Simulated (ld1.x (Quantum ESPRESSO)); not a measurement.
# Se, TM: configuration errors across variants

* Element: selenium (Se)
* Generator: ld1.x (Quantum ESPRESSO) 7.5
* Type: norm-conserving Troullier–Martins (Kleinman–Bylander form)
* Functional: PBE
* Relativity: fully relativistic
* Frozen core: [Ar] 3d10
* Valence charge: 6
* Reference configuration: 4s2 4p2 (charge +2)
* Partial waves: 4p (bound): rc 1.20 bohr; 4d channel at 0.4 Ry: rc 1.10 bohr; 4s (bound): rc 1.20 bohr
* Local potential: the s channel
* Core correction: none

Open shells are filled in proportion to 2j + 1 (rel_dist='average').

All-electron excitation energies from the reference (eV): (1) 4s2 4p4 -31.202; (2) 4s2 4p3 -20.353; (3) 4s2 4p1 30.874; (4) 4s2 4p4.3 -32.796; (5) 4s0 4p6 -9.253; (6) 4s2 4p3.5 -26.891; (7) 4s1 4p5 -20.328.

2 further variants failed, have other tests or another functional or relativity, and are left out.

A true bound ghost makes a file unfit for plane-wave use even where its test errors are small: the radial tests pick states by their node count and pass the ghost by.

Errors AE − PS in meV (a dash: test not solved or not reliable):

| change | (1) | (2) | (3) | (4) | (5) | (6) | (7) | bound ghosts |
| --- | --- | --- | --- | --- | --- | --- | --- | --- |
| base | +1.2 | +0.5 | +4.8 | +1.7 | +71 | +0.8 | +21 | p3/2, d5/2, d3/2, p1/2 |
| wave 4d channel at 0.4 Ry: rc 1.10 bohr becomes 4d channel at -0.15 Ry: rc 1.10 bohr | +1.2 | +0.5 | +4.8 | +1.7 | +71 | +0.8 | +21 | p3/2, d5/2, d3/2, p1/2 |
| local potential all-electron potential smoothed inside 1.10 bohr (lloc = -1) | +5.6 | -0.2 | -3.7 | +8.7 | +72 | +1.7 | +26 | d3/2, d5/2, s |
| core correction a·sin(br)/r model core inside 0.78 bohr | +0.3 | -0.1 | -1.9 | +0.6 | +0.6 | 0.0 | +5.1 | p3/2, d5/2, d3/2, p1/2 |
| wave 4p (bound): rc 1.20 bohr becomes 4p (bound): rc 1.12 bohr | -2.2 | +0.1 | +7.7 | -3.1 | +94 | -0.8 | +29 | p3/2, d5/2, d3/2, p1/2 |

Question: Give the same row for: wave 4s (bound): rc 1.20 bohr becomes 4s (bound): rc 1.10 bohr.

Answer: +22, +9.7, +37, +25, +93, +16, +37; bound ghosts: p3/2, d5/2, d3/2, p1/2.
